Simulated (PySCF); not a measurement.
First SCF of a structure search on quintet CoO(OH), at a hand-made bent (heavy-atom frame) geometry. PySCF input:

```python
from pyscf import gto, scf, dft
mol = gto.M(atom='''
Co     0.000000     0.000000     0.000000
O      1.310600     0.000000     0.917700
O     -1.425300     0.000000     0.998000
H     -1.930800     0.735400     1.352000''',
    basis={'Co': 'def2-TZVP', 'O': 'def2-TZVP', 'H': 'def2-TZVP'},
    charge=0, spin=4)
mf = dft.UKS(mol, xc='PBE0')
mf.grids.atom_grid = (50, 194)
aux = {'Co': 'def2-universal-JKFIT', 'O': 'def2-universal-JKFIT', 'H': 'def2-universal-JKFIT'}
mf = mf.density_fit(auxbasis=aux)
mf.conv_tol = 1e-08
mf.diis_space = 10
mf.max_cycle = 60
mf.init_guess = 'minao'
mf.verbose = 4
mf.kernel()
```

Excerpt of the output (cycles alone); where DIIS stalls, ADIIS, DIIS with a small level shift and a second-order solver take over in turn:

```
init E= -1532.51628783629
cycle= 1 E= -1516.44185602992  delta_E= 16.1  |g|= 5.65  |ddm|= 8.15
cycle= 2 E= -1461.29229218463  delta_E= 55.1  |g|=   14  |ddm|= 12.9
cycle= 3 E= -1512.70789360068  delta_E= -51.4  |g|=  9.3  |ddm|= 7.28
cycle= 4 E= -1516.28813742052  delta_E= -3.58  |g|= 7.94  |ddm|= 2.45
cycle= 5 E= -1519.20112965303  delta_E= -2.91  |g|= 7.19  |ddm|= 3.16
cycle= 6 E= -1523.16926260135  delta_E= -3.97  |g|= 6.17  |ddm|= 2.69
cycle= 7 E= -1525.65197722856  delta_E= -2.48  |g|= 5.41  |ddm|= 1.73
cycle= 8 E= -1528.6327032396  delta_E= -2.98  |g|= 4.36  |ddm|= 1.56
cycle= 9 E= -1529.38362295564  delta_E= -0.751  |g|= 3.89  |ddm|= 0.577
cycle= 10 E= -1530.5775171752  delta_E= -1.19  |g|= 3.43  |ddm|= 0.596
cycle= 11 E= -1530.74995745099  delta_E= -0.172  |g|= 3.28  |ddm|= 0.357
cycle= 12 E= -1514.7617580005  delta_E=   16  |g|= 5.68  |ddm|= 9.67
cycle= 13 E= -1530.50014259576  delta_E= -15.7  |g|= 3.48  |ddm|= 9.69
... 38 lines left out ...
cycle= 52 E= -1533.43839437463  delta_E= -5.88e-05  |g|= 0.00737  |ddm|= 0.0158
cycle= 53 E= -1533.4383245831  delta_E= 6.98e-05  |g|= 0.00918  |ddm|= 0.0221
cycle= 54 E= -1533.43851915902  delta_E= -0.000195  |g|= 0.00323  |ddm|= 0.0598
cycle= 55 E= -1533.43817371747  delta_E= 0.000345  |g|= 0.0107  |ddm|= 0.12
cycle= 56 E= -1533.43819291496  delta_E= -1.92e-05  |g|= 0.00972  |ddm|= 0.00556
cycle= 57 E= -1533.43821013913  delta_E= -1.72e-05  |g|= 0.00405  |ddm|= 0.00912
cycle= 58 E= -1533.43803622474  delta_E= 0.000174  |g|= 0.00781  |ddm|= 0.087
cycle= 59 E= -1533.43805075108  delta_E= -1.45e-05  |g|= 0.00633  |ddm|= 0.00488
cycle= 60 E= -1533.43805631354  delta_E= -5.56e-06  |g|= 0.00438  |ddm|= 0.00324
SCF not converged.
init E= -1532.51628783629
cycle= 1 E= -1516.44185602992  delta_E= 16.1  |g|= 5.65  |ddm|= 8.15
cycle= 2 E= -1461.29229218463  delta_E= 55.1  |g|=   14  |ddm|= 12.9
cycle= 3 E= -1524.70393271983  delta_E= -63.4  |g|= 6.16  |ddm|= 9.16
cycle= 4 E= -1531.33785599677  delta_E= -6.63  |g|= 1.99  |ddm|= 2.29
cycle= 5 E= -1530.4153139255  delta_E= 0.923  |g|= 2.35  |ddm|= 2.63
cycle= 6 E= -1532.28233516981  delta_E= -1.87  |g|= 1.85  |ddm|= 2.31
cycle= 7 E= -1531.15523933873  delta_E= 1.13  |g|= 3.14  |ddm|=  1.5
cycle= 8 E= -1533.2388505255  delta_E= -2.08  |g|= 0.867  |ddm|= 1.13
cycle= 9 E= -1533.18387589536  delta_E= 0.055  |g|= 1.03  |ddm|= 0.776
cycle= 10 E= -1533.37916169759  delta_E= -0.195  |g|= 0.414  |ddm|= 0.443
cycle= 11 E= -1533.00275385621  delta_E= 0.376  |g|= 1.22  |ddm|= 0.601
cycle= 12 E= -1533.39988048853  delta_E= -0.397  |g|= 0.333  |ddm|= 0.321
cycle= 13 E= -1533.43488094649  delta_E= -0.035  |g|= 0.0852  |ddm|= 0.172
cycle= 14 E= -1533.4311465651  delta_E= 0.00373  |g|= 0.138  |ddm|= 0.111
cycle= 15 E= -1533.43771317436  delta_E= -0.00657  |g|= 0.0418  |ddm|= 0.0588
cycle= 16 E= -1533.43023157419  delta_E= 0.00748  |g|= 0.176  |ddm|= 0.0754
cycle= 17 E= -1533.43752261084  delta_E= -0.00729  |g|= 0.0552  |ddm|= 0.0397
cycle= 18 E= -1533.43842777727  delta_E= -0.000905  |g|= 0.0136  |ddm|= 0.0258
cycle= 19 E= -1533.43827133553  delta_E= 0.000156  |g|= 0.0331  |ddm|= 0.0196
cycle= 20 E= -1533.43854973405  delta_E= -0.000278  |g|= 0.0105  |ddm|= 0.0139
SCF not converged.
init E= -1533.43854973405
cycle= 1 E= -1533.43832550464  delta_E= 0.000224  |g|= 0.0354  |ddm|= 0.0147
cycle= 2 E= -1533.43495350011  delta_E= 0.00337  |g|= 0.128  |ddm|= 0.0481
cycle= 3 E= -1533.43848958327  delta_E= -0.00354  |g|= 0.0229  |ddm|= 0.0302
cycle= 4 E= -1533.43864446006  delta_E= -0.000155  |g|= 0.00335  |ddm|= 0.00775
cycle= 5 E= -1533.43865664326  delta_E= -1.22e-05  |g|= 0.00193  |ddm|= 0.00276
cycle= 6 E= -1533.43868140649  delta_E= -2.48e-05  |g|= 0.00189  |ddm|= 0.00659
cycle= 7 E= -1533.43871304174  delta_E= -3.16e-05  |g|= 0.00151  |ddm|= 0.009
cycle= 8 E= -1533.43873154781  delta_E= -1.85e-05  |g|= 0.00154  |ddm|= 0.0054
cycle= 9 E= -1533.43874444269  delta_E= -1.29e-05  |g|= 0.00159  |ddm|= 0.0038
cycle= 10 E= -1533.43873343433  delta_E= 1.1e-05  |g|= 0.00185  |ddm|= 0.00325
cycle= 11 E= -1533.43872318465  delta_E= 1.02e-05  |g|= 0.00186  |ddm|= 0.00302
cycle= 12 E= -1533.43868248443  delta_E= 4.07e-05  |g|= 0.00227  |ddm|= 0.012
cycle= 13 E= -1533.43866663006  delta_E= 1.59e-05  |g|= 0.00196  |ddm|= 0.00492
cycle= 14 E= -1533.43860813291  delta_E= 5.85e-05  |g|= 0.00253  |ddm|= 0.0178
cycle= 15 E= -1533.4384595118  delta_E= 0.000149  |g|= 0.00468  |ddm|= 0.0463
cycle= 16 E= -1533.43841196162  delta_E= 4.76e-05  |g|= 0.00315  |ddm|= 0.0181
cycle= 17 E= -1533.43841650626  delta_E= -4.54e-06  |g|= 0.00186  |ddm|= 0.0018
cycle= 18 E= -1533.43819473687  delta_E= 0.000222  |g|= 0.00857  |ddm|= 0.0763
cycle= 19 E= -1533.43816211922  delta_E= 3.26e-05  |g|= 0.0066  |ddm|= 0.0196
cycle= 20 E= -1533.43817551941  delta_E= -1.34e-05  |g|= 0.00514  |ddm|= 0.0037
cycle= 21 E= -1533.43815074775  delta_E= 2.48e-05  |g|= 0.00632  |ddm|= 0.00952
cycle= 22 E= -1533.43812135279  delta_E= 2.94e-05  |g|= 0.00638  |ddm|= 0.0147
cycle= 23 E= -1533.43809389944  delta_E= 2.75e-05  |g|= 0.0059  |ddm|= 0.016
cycle= 24 E= -1533.43812559822  delta_E= -3.17e-05  |g|= 0.0021  |ddm|= 0.0109
cycle= 25 E= -1533.43806389347  delta_E= 6.17e-05  |g|= 0.00314  |ddm|= 0.035
cycle= 26 E= -1533.43798577071  delta_E= 7.81e-05  |g|= 0.00564  |ddm|= 0.0539
cycle= 27 E= -1533.43799329853  delta_E= -7.53e-06  |g|= 0.00313  |ddm|= 0.0035
cycle= 28 E= -1533.43798930065  delta_E= 4e-06  |g|= 0.00112  |ddm|= 0.0114
cycle= 29 E= -1533.43795639479  delta_E= 3.29e-05  |g|= 0.00374  |ddm|= 0.0446
cycle= 30 E= -1533.43795611514  delta_E= 2.8e-07  |g|= 0.00174  |ddm|= 0.0175
SCF not converged.
macro= 0  E= -1533.43795747062  delta_E= -1.35547e-06  |g|= 0.000179909  3 KF 19 JK
macro= 1  E= -1533.43795747061  delta_E= 8.6402e-12  |g|= 3.77371e-05  1 KF 2 JK
macro X = 2  E=-1533.43795747061  |g|= 3.77371e-05  total 5 KF 24 JK
converged SCF energy = -1533.43795747061  <S^2> = 6.0225814  2S+1 = 5.0090244
```

This is not the lowest solution: another start and a stability analysis within the same unrestricted form found one 9.4 kJ/mol lower, at -1533.44154 Eh.

Other spin states or occupations of the open shell can lie lower.

The search for the lowest solution, 3 starts and the stability check together, took 31 s on 4 threads of a shared Arm Neoverse V1 host, with 113 basis functions; the process peaked at 0.6 GiB.
